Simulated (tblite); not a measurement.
Compound: C2H13Si4 (doublet state).
SMILES with atom numbers: `[CH3:1][Si@@H:2]([SiH3:3])[SiH2:4][CH2:5][SiH2:6]` (hydrogens: H7, H8, H9 on C1; H10 on Si2; H11, H12, H13 on Si3; H14, H15 on Si4; H16, H17 on C5; H18, H19 on Si6)

Structure optimised with GFN2-xTB, isolated species. This method treats the open shell by occupation alone, without spin polarisation.

Question: List the bond lengths, angles and torsions at this level.

Answer: 
| bond | length (pm) | order |
| --- | --- | --- |
| C1–Si2 | 191.2 | single |
| Si2–Si3 | 232.1 | single |
| Si2–Si4 | 232.5 | single |
| Si4–C5 | 191.5 | single |
| C5–Si6 | 189.4 | single |
| C1–H7, C1–H8, C1–H9 | 108.7 | single |
| Si2–H10 | 148.3 | single |
| Si3–H11, Si3–H12, Si3–H13 | 146.6 | single |
| Si4–H14 | 147.4 | single |
| Si4–H15 | 147.1 | single |
| C5–H16 | 109.1 | single |
| C5–H17 | 109.1 | single |
| Si6–H18, Si6–H19 | 146.0 | single |

Bonds in one row agree within 1 pm and their mean is given. Orders are formal, as drawn. A selection of angles:
| angle | degrees |
| --- | --- |
| Si2–C1–H7 | 111.5 |
| H7–C1–H8 | 107.4 |
| C1–Si2–Si3 | 108.5 |
| C1–Si2–Si4 | 108.7 |
| C1–Si2–H10 | 104.3 |
| Si3–Si2–Si4 | 116.7 |
| Si3–Si2–H10 | 108.8 |
| Si4–Si2–H10 | 109.1 |
| Si2–Si3–H11 | 112.5 |
| Si2–Si3–H13 | 114.2 |
| H11–Si3–H12 | 106.1 |
| Si2–Si4–C5 | 112.3 |
| Si2–Si4–H14 | 112.5 |
| Si2–Si4–H15 | 112.6 |
| C5–Si4–H14 | 107.1 |
| C5–Si4–H15 | 106.6 |
| H14–Si4–H15 | 105.2 |
| Si4–C5–Si6 | 114.8 |
| Si4–C5–H16 | 108.7 |
| Si4–C5–H17 | 108.6 |
| Si6–C5–H16 | 109.0 |
| Si6–C5–H17 | 109.3 |
| H16–C5–H17 | 106.0 |
| C5–Si6–H18 | 112.9 |
| H18–Si6–H19 | 112.2 |

Torsions: C1–Si2–Si4–C5 31° (synclinal); Si2–Si4–C5–Si6 65° (synclinal).

The C–Si distances run from 1.894 Å (C5–Si6, drawn single) to 1.915 Å (Si4–C5, drawn single), a spread of 0.021 Å. Si2 (silicon bonded to C, 2 Si and H) is distorted tetrahedral (angles from 104.3° to 116.7°). Si4 (silicon bonded to C, Si and 2 H) is distorted tetrahedral (angles from 105.2° to 112.6°). Si6 (silicon bonded to C and 2 H) is pyramidal (angles 113.2°, 112.9° and 112.2°, sum 338.3°, 0.43 Å off the plane of its three neighbours). Si3 (silicon bonded to Si and 3 H) is distorted tetrahedral (angles from 105.9° to 114.2°).

Point group: C1 (no symmetry element, even within 0.4 Å). GFN2-xTB frequencies show an imaginary mode (20i cm⁻¹), so the point is no minimum at that level. Torsions: C1–Si2–Si4–C5 31°, Si2–Si4–C5–Si6 65°, Si4–C5–Si6–H -66° and 63°.

One conformer stands for the species.

These are computed values.
